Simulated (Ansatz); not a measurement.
```yaml
crystal:
  periodic: [false, false, false]
  atoms:
    - {symbol: C, position_ang: [0.101813, 1.661550, -1.222495]}
    - {symbol: Ga, position_ang: [0.148301, 0.121785, 0.013449]}
    - {symbol: C, position_ang: [1.357902, 0.122179, 1.574120]}
    - {symbol: Si, position_ang: [-1.363495, -1.740356, -0.352137]}
    - {symbol: D, position_ang: [0.215021, 1.326006, -2.256836]}
    - {symbol: H, position_ang: [-0.871177, 2.158459, -1.158409]}
    - {symbol: H, position_ang: [0.878584, 2.395802, -1.002861]}
    - {symbol: H, position_ang: [0.804221, 0.479628, 2.449355]}
    - {symbol: H, position_ang: [1.720658, -0.879877, 1.810362]}
    - {symbol: H, position_ang: [2.210480, 0.788349, 1.427907]}
    - {symbol: H, position_ang: [-1.696235, -1.943536, -1.791699]}
    - {symbol: H, position_ang: [-2.655393, -1.492453, 0.355915]}
    - {symbol: H, position_ang: [-0.830085, -3.032337, 0.168029]}
basis:
  gaussian: {orbitals: ANO-RCC-VTZP, final_grid: {core_spheres: 5, valence_spheres: 4, degree: 11}}
hamiltonian: {xc: {name: CAM-B3LYP}}
accuracy: high
output: {forces: true}
```

```sh
$ ansatz run in.yaml --threads 4 --pin off --events-out ev --progress --plain --max-ram 10444MiB
```

It prints (some lines left out):

```
Error: YAML parse error: error: line 8 column 16: `D` is not an element symbol (H … Og, case-exact)
 6 |     - {symbol: C, position_ang: [1.357902, 0.122179, 1.574120]}
 7 |     - {symbol: Si, position_ang: [-1.363495, -1.740356, -0.352137]}
 8 |     - {symbol: D, position_ang: [0.215021, 1.326006, -2.256836]}
 9 |     - {symbol: H, position_ang: [-0.871177, 2.158459, -1.158409]}
10 |     - {symbol: H, position_ang: [0.878584, 2.395802, -1.002861]}
```

Something in this input is off. What?

An element symbol is wrong. The input was rejected before any iteration.
